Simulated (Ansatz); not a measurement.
GeFCl3 (GeCl3F). Total charge 0; singlet. Geometry relaxed at PBE0-D4/def2-SVP.

Cartesian coordinates in Å:
```
Ge -0.0306 -0.0357 0.0078
F -1.1327 -1.3220 0.2864
Cl 1.5740 -0.7908 -1.1458
Cl 0.6493 0.6585 1.8869
Cl -1.0600 1.4900 -1.0353
```

(1) Estimate the harmonic wavenumbers at RKS PBE0-D4/def2-SVP (Ansatz, unscaled). Is this a minimum?

## Answers

(1) 132, 132, 170, 214, 214, 413, 481, 481, 753 cm⁻¹. Yes, no mode is imaginary beyond noise. Zero-point energy 17.9 kJ/mol. It took 89 s on 2 threads of Intel Xeon on a shared host.
